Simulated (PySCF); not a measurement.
2-phenylthiophene (C₁₀H₈S), SMILES c1(ccccc1)-c1cccs1.

Geometry: r2SCAN-D4/def2-SVP. The geometry has at least one imaginary mode, so it is a saddle point at that level. The values are those of a single conformer.

Two levels are set side by side: PBE/def2-SVP (PySCF) and CAM-B3LYP/def2-SVP (PySCF). Same geometry, gas phase. Differences are taken from unrounded values.

```
quantity                     CAM-B3LYP
---------------------------  ---------
orbital gap (eV)                  7.03
highest occupied level (eV)      -7.18
lowest empty level (eV)          -0.15
dipole moment (D)                 0.42
mean polarisability (bohr³)      120.8
```

Q: What does PBE give, and how far is it from CAM-B3LYP? (The exact figures need the calculation; the answer reports its results.)

A: 
```json
[
 {"quantity": "orbital gap (eV)", "PBE": "3.22", "PBE minus CAM-B3LYP": "-3.81"},
 {"quantity": "highest occupied level (eV)", "PBE": "-5.21", "PBE minus CAM-B3LYP": "1.97"},
 {"quantity": "lowest empty level (eV)", "PBE": "-1.98", "PBE minus CAM-B3LYP": "-1.83"},
 {"quantity": "dipole moment (D)", "PBE": "0.43", "PBE minus CAM-B3LYP": "0.01"},
 {"quantity": "mean polarisability (bohr³)", "PBE": "127.3", "PBE minus CAM-B3LYP": "6.5"}
]
```

PBE's occupied levels lie high since its potential decays too fast outside the molecule; exact exchange lowers them and widens the gap. PBE's more diffuse valence density responds more strongly to a field. Differences between two approximate levels are no errors against the true value.

Rough cost on one machine, each run with all the roots and properties that it gave: CAM-B3LYP against PBE within a factor of 2.
